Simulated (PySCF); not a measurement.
CH9NSi4, SMILES [SiH3][SiH2][Si@H]1C=N[SiH2]1. Atoms are numbered in the order given.

```xyz
15

Si     1.6172     1.2081    -1.4392
Si     1.6748    -0.9233    -0.4448
Si    -0.2312    -1.0519     0.9257
C     -0.6442     0.7017     1.6456
N     -1.6504     1.2001     1.0122
Si    -2.1899    -0.1697    -0.0458
H      0.2970     1.4041    -2.1060
H      2.7016     1.3667    -2.4524
H      1.7811     2.2468    -0.3814
H      1.6230    -1.9922    -1.4885
H      2.9338    -1.0948     0.3432
H     -0.2071    -2.2188     1.8624
H     -0.1243     1.2985     2.4219
H     -2.2644     0.1855    -1.4914
H     -3.5152    -0.6931     0.3901
```

Geometry: B3LYP-D3(BJ)/def2-SVP. The structure was generated by enumeration; whether it is a known compound was not checked. The values are those of a single conformer.

Method: B3LYP-D3(BJ)/def2-SVP in PySCF 2.14.0.

Frequencies are harmonic and unscaled.

```
mode  ν (cm⁻¹)  IR (km/mol)  moving atoms (share of kinetic energy)
----  --------  -----------  --------------------------------------
1           42          0.7         Si 46 %, H 26 %, N 16 %, C 12 %
2           56          1.2                 Si 64 %, N 22 %, H 11 %
3          104          0.2                 H 65 %, Si 23 %, C 10 %
4          116          1.3                         H 51 %, Si 43 %
5          124          5.2                 Si 63 %, H 17 %, N 17 %
6          273          4.0         H 47 %, C 27 %, N 15 %, Si 11 %
7          344          9.5                         H 84 %, Si 13 %
8          358          1.0                         Si 75 %, H 22 %
9          411         10.5                         Si 72 %, H 18 %
10         435          6.0                 Si 65 %, H 16 %, N 11 %
11         451          2.3                         H 50 %, Si 41 %
12         495          5.5                         H 49 %, Si 42 %
13         511          7.2                         H 77 %, Si 20 %
14         526          5.9                         H 71 %, Si 25 %
15         590         11.9                 H 74 %, C 15 %, Si 11 %
16         649        119.0                         H 80 %, Si 12 %
17         661          3.6                 H 70 %, N 12 %, Si 11 %
18         680         32.5                                  H 91 %
19         698        116.0                 H 69 %, Si 17 %, N 14 %
20         702         33.7                 H 40 %, N 39 %, Si 19 %
21         758         38.7                 H 42 %, C 35 %, Si 15 %
22         792        104.6                 H 71 %, Si 19 %, N 10 %
23         882        223.6                          H 91 %, Si 9 %
24         899         64.4                          H 74 %, C 24 %
25         921         30.5                                  H 95 %
26         943         99.1                                  H 97 %
27         946         13.7                                  H 97 %
28         956        133.6                                  H 95 %
29        1289         16.0                          H 80 %, C 12 %
30        1590         48.0                          C 52 %, N 46 %
31        2178         77.2                                  H 97 %
32        2190        131.4                                  H 98 %
33        2199         49.4                                  H 96 %
34        2211         51.2                                  H 99 %
35        2219         38.6                                  H 97 %
36        2222        141.6                                  H 96 %
37        2225        134.0                                  H 96 %
38        2231         96.0                                  H 96 %
39        3006         58.9                           H 92 %, C 8 %
```
